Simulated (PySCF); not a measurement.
## NMR data sheet: C5H4F4O

| Property | Result |
| --- | --- |
| Formula | C5H4F4O |
| SMILES | FC(F)(F)[C@]1(F)C=COC1 |
| Point group of the computed structure | C1 |
| Degrees of unsaturation | 2 |
| Carbon signals | 5 |
| Proton signals | 4 |

Structure with atom numbers: `[F:1][C:2]([F:3])([F:4])[C@:5]1([F:6])[CH:7]=[CH:8][O:9][CH2:10]1`. Hydrogens are named by the atom that carries them. Ha(C10) is pro-R; Hb(C10) is pro-S.

Computational details: σ from GIAO-PBE0/pcSseg-1, GFN2-xTB structure, in PySCF (a single conformation, rapidly exchanging positions averaged, non-relativistic Hamiltonian, gas phase).

Referencing at the same level of theory: ¹H (σ = 31.72 ppm), ¹³C (σ = 186.93 ppm) vs TMS; CFCl3 for ¹⁹F (σ = 170.95 ppm); ¹⁷O (σ = 336.08 ppm) against H2O.

```tsv
carbon	δC, type	δH (multiplicity)	HMBC from (2–3 bonds)	span of the C tensor (ppm)
C2	132.9, C	–	H(C7), Ha(C10), Hb(C10)	9
C5	108.8, C	–	H(C8), H(C7), Ha(C10), Hb(C10)	52
C7	102.7, CH	5.49 (m)	H(C8), Ha(C10), Hb(C10)	151
C8	164.6, CH	6.83 (m)	H(C7), Ha(C10), Hb(C10)	172
C10	78.5, CH2	Hb(C10) 4.77 (m); Ha(C10) 4.81 (m)	H(C8), H(C7)	71
```

Other nuclei:
```tsv
atoms	nucleus	environment	δ (ppm)	σ (ppm)
F1/F3/F4	¹⁹F	fluorine of a CF3 group	-94.4	265.3
F6	¹⁹F	fluorine on an sp3 carbon	-168.7	339.7
O9	¹⁷O	ether oxygen	144.5	191.5
```

- Carbon types of the structure: 2 × C, 2 × CH, 1 × CH2, which accounts for all hydrogens.
- δC 164.6: alkene carbon bearing oxygen; an sp2 carbon further deshielded by the attached heteroatom.
- δC 132.9: CF3 carbon; 3 electronegative neighbours deshield it.
- δC 108.8: allylic fully substituted sp3 carbon bonded to F; the inductive effect lowers its shielding.
- δC 102.7: β carbon of an enol-ether or enamine type C=C; the O or N lone pair pushes π density onto this β carbon and shields it.
- δC 78.5: sp3 CH2 bonded to O; pulled downfield by the heteroatom.

Splittings by ¹⁹F in the carbon and heteronuclear signals aren't shown, as no couplings were computed. Shifts are as computed. Against solution values, carbons near 30 ppm lie about +3 ppm off and those near 130 ppm about +5 ppm. Of 1211 compounds with measured shifts, 218 miss one by over three times the rms of a fit or turn the order of signals round; such compounds aren't used in these exercises. Unscaled 19F shifts against computed CFCl3 carry errors that often reach 10 to 50 ppm. Experimental scales use liquid or dissolved standards, which lie at an offset from isolated H2O (liquid H2O: subtract about 36 ppm). No couplings were computed; multiplicities are counted from neighbouring protons, with m where these are inequivalent, close in shift, in a saturated or five-membered ring or joined by F or P, and br s for small geminal =CH2 splittings.
